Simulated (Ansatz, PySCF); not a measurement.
Stretching the Zn1–H2 bond in GeH4Zn (SMILES [ZnH][GeH3]) (multiplicity 1 held, fragments rigid). Energies count from the point at 1.556 Å.
Geometry at that point (charge 0, multiplicity 1):
```xyz
6

Zn    -0.7925    -0.1904    -0.9931
H     -1.7524    -0.4211    -2.1959
Ge     0.6980     0.1677     0.8747
H      1.7617    -0.9450     1.0057
H      1.4762     1.4979     0.7651
H     -0.0473     0.2138     2.2271
```

Restricted levels (R-, RO-) in cc, def2 and unpolarised 6-31G sets keep to the state of the molecule at rest. U- levels take the lowest unrestricted solution at each point, which mixes spins at long bonds. Active spaces are followed from a long bond inwards. Left out are points that failed, MP2 points in a non-variational dive below the minimum, coupled-cluster points behind a sign of a changed root (a jump of the amplitudes, or a one-step jump against full CI or MRCI), small-basis points behind a change of solution, and semi-empirical points at long bonds. Levels need not reach the same state.

Correlated levels freeze the cores. Filled d and f shells under p-block atoms count as core. Rows in LANL2DZ carry no dispersion term and start afresh at each structure. LANL2DZ brings its own core potentials from Na on.

Run with Ansatz (a program for electronic structure); PySCF for LANL2DZ rows. Values without a source in brackets are computed.

Energies in eV.

| R (Å) | U-HF/def2-TZVPP | R-B3LYP/LANL2DZ | R-B3LYP/def2-TZVPP | SC-NEVPT2 on CASSCF(2,2)/def2-TZVPP | FIC-NEVPT4(SD) on CASSCF(2,2)/def2-TZVPP | FIC-MRCISD+Q on CASSCF(2,2)/def2-TZVPP |
|---|---|---|---|---|---|---|
| 1.245 | 1.16 | 1.31 | 0.96 | 0.88 | 0.90 | 0.94 |
| 1.401 | 0.26 | 0.33 | 0.18 | 0.15 | 0.15 | 0.17 |
| 1.556 | 0.00 | 0.00 | 0.00 | 0.00 | 0.00 | 0.00 |
| 1.712 | 0.08 | 0.01 | 0.13 | 0.14 | 0.15 | 0.14 |
| 1.867 | 0.35 | 0.20 | 0.41 | 0.43 | 0.44 | 0.43 |
| 2.101 | 0.90 | 0.64 | 0.95 | 0.96 | 0.98 | 0.97 |
| 2.334 | 1.51 | 1.15 | 1.51 | 1.50 | 1.53 | 1.52 |
| 2.723 | 2.09 | 1.96 | 2.36 | 2.25 | 2.30 | 2.30 |
| 3.112 | 2.32 | 2.65 | 3.03 | 2.75 | 2.83 | 2.84 |
| 3.579 | 2.43 | 3.29 | 3.61 | 3.07 | 3.17 | 3.19 |
| 4.202 | 2.46 | left out | 4.12 | 3.22 | 3.32 | 3.35 |
| 4.980 | 2.47 | left out | 4.48 | 3.26 | 3.37 | 3.40 |

Doubts at one or more of the structures used: a spin-contaminated determinant (U-HF/def2-TZVPP); a restricted determinant that unrestricted orbitals would lower (R-B3LYP/LANL2DZ, R-B3LYP/def2-TZVPP).
